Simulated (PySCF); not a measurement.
Compound: CH8OSi2.
Atom-mapped SMILES: `[CH3:1][O:2][SiH2:3][SiH3:4]` (hydrogens: H5, H6, H7 on C1; H8, H9 on Si3; H10, H11, H12 on Si4)

Geometry (GFN2-xTB, Å), atoms numbered from 1 in this order:
```
atom  x, y, z in Å
C1    -2.1447    0.5932    0.1338
O2    -0.7805    0.4951    0.3956
Si3    0.2226   -0.7362    0.0436
Si4    2.2034    0.0688    0.8681
H5    -2.4967    1.5551    0.5089
H6    -2.6943   -0.2091    0.6324
H7    -2.3389    0.5330   -0.9399
H8     0.1745   -1.0156   -1.4038
H9    -0.2884   -1.9797    0.6499
H10    2.2158    0.3292    2.3113
H11    3.2451   -0.9367    0.6305
H12    2.6834    1.3023    0.2366
```

Vertical excitations from PySCF (density fitting, frozen core in the response, grid level 2 and gas phase unless stated; continuum runs use non-equilibrium linear response for the excitations) on a GFN2-xTB geometry. Reference run:

| settings | S1, eV (f) | S2, eV (f) | S3, eV (f) | S4, eV (f) | S5, eV (f) | S6, eV (f) | T1, eV (Tamm–Dancoff) | mean α (au) |
| --- | --- | --- | --- | --- | --- | --- | --- | --- |
| CAM-B3LYP/def2-SVPD, full TDDFT, 8 singlets | 6.83 (0.005) | 6.87 (0.048) | 7.52 (0.021) | 7.96 (0.016) | 7.98 (0.002) | 8.03 (0.037) | 6.14 | 73.3 |

Question: What do these settings give: (1) LC-wPBE/def2-SVPD, TDA, 12 singlets; (2) PW91/STO-3G, fitting basis def2-qzvpp-jkfit, start guess atom, full TDDFT, 12 singlets?

Answer: 
| settings | S1, eV (f) | S2, eV (f) | S3, eV (f) | S4, eV (f) | S5, eV (f) | S6, eV (f) | T1, eV (Tamm–Dancoff) | mean α (au) |
| --- | --- | --- | --- | --- | --- | --- | --- | --- |
| LC-wPBE/def2-SVPD, TDA, 12 singlets | 7.19 (0.059) | 7.21 (0.007) | 7.77 (0.030) | 8.47 (0.028) | 8.58 (0.001) | 8.61 (0.019) | 6.21 | 71.7 |
| PW91/STO-3G, fitting basis def2-qzvpp-jkfit, start guess atom, full TDDFT, 12 singlets | 6.98 (0.004) | 7.83 (0.044) | 8.60 (0.001) | 9.04 (0.021) | 9.35 (0.025) | 9.73 (0.014) | 6.83 | 32.7 |

(1) S1 moves by +0.36 eV; functional and response scheme change together, so the shift can't be laid on one. (2) S1 moves by +0.15 eV; functional and basis change together, so the shift can't be laid on one. States are counted by energy in each run and needn't keep their character from row to row.

Question: Which orbital pairs make up S1 in each run, and how does it sit against the orbital gap?

Answer: 
| settings | S1 configurations (weight) | S1 (eV) | orbital gap (eV) | S1 − gap (eV) |
| --- | --- | --- | --- | --- |
| CAM-B3LYP/def2-SVPD, full TDDFT, 8 singlets | H−1→L 0.91 | 6.83 | 10.29 | -3.46 |
| LC-wPBE/def2-SVPD, TDA, 12 singlets | H→L 0.81, H→L+3 0.12 | 7.19 | 12.70 | -5.51 |
| PW91/STO-3G, fitting basis def2-qzvpp-jkfit, start guess atom, full TDDFT, 12 singlets | H→L 1.00 | 6.98 | 6.89 | +0.09 |

Where S1 or the frontier orbitals are degenerate, the weights hang on an arbitrary mixing within the set.

One conformer stands for the species.
